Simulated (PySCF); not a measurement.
A calculated (LDA, PySCF 2.14, dyall-av2z, the non-relativistic Hamiltonian (point nucleus)) atom or ion has these occupied shells.

| shell | electrons | orbital energy (eV) | rms radius, mean of both spins (bohr) |
| --- | --- | --- | --- |
| 1s α | 1 | -8729.1 | 0.0613 |
| 1s β | 1 | -8729.1 | 0.0613 |
| 2s β | 1 | -1037.9 | 0.260 |
| 2s α | 1 | -1037.9 | 0.260 |
| 2p β | 3 | -911.08 | 0.230 |
| 2p α | 3 | -911.06 | 0.230 |
| 3s β | 1 | -110.38 | 0.779 |
| 3s α | 1 | -110.35 | 0.779 |
| 3p β | 3 | -70.973 | 0.821 |
| 3p α | 3 | -70.962 | 0.821 |
| 3d α | 5 | -5.514 | 1.25 |
| 3d β | 5 | -5.366 | 1.25 |
| 4s α | 1 | -5.024 | 3.17 |

(1) Name the element and its charge.

Results:

(1) Cu (copper, neutral), in [Ar] 3d10 4s1, 2S determinant.
